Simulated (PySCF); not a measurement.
# Electron correlation in I⁺ (iodine, charge +1)

[Kr] 4d10 5s1 5p5, high-spin 3P determinant (an excited configuration). Computed with PySCF 2.14 in x2c-TZVPPall (8s6p4d2f, 60 functions), with scalar relativity by spin-free X2C-1e. Frozen: [Kr] 4d10; 6 electrons correlated.

```tsv
level	correlation energy (mhartree)
CCSD	-164.63
(T)	-14.42
CCSD(T)	-179.05
```

Diagnostics: T1 = 0.016, D1 = 0.0288, largest double amplitude 0.235.

Problem. Is a single reference adequate?

Solution. Not fully. A double-excitation amplitude exceeds 0.15, a sign of near-degeneracy.
